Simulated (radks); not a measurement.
The numbers below are computed, except where a source is named.
Problem. Coherent X-ray form factor from a spherical all-electron density. Code: a radial shooting solver on a logarithmic mesh with Libxc functionals. Model: scalar-relativistic Kohn-Sham, exchange-only LDA, spin-polarised, spherical densities, point nucleus.

sin(theta)/lambda (1/angstrom)  f0 (electrons)
0.05                                    49.893
0.1                                     49.575
0.15                                    49.051
0.2                                     48.333
0.25                                    47.434
0.3                                     46.371
0.4                                     43.838
0.5                                     40.909
0.6                                     37.769
0.8                                     31.524
1                                       26.115
1.25                                    21.122
1.5                                     17.886
2                                       14.159

The species is in the configuration that NIST lists as its ground one. Which atom or ion scatters so?

Solution. The rhenium ion Re25+, [Kr] 4d10 4f4. Extrapolating in s^2 from the first two rows gives f0(0) = 50.0, near the electron count 50; among species with that count, the fall with angle is slower the higher Z, and the table is that of Z = 75; from so few rows the species is fixed only to a neighbour or two.
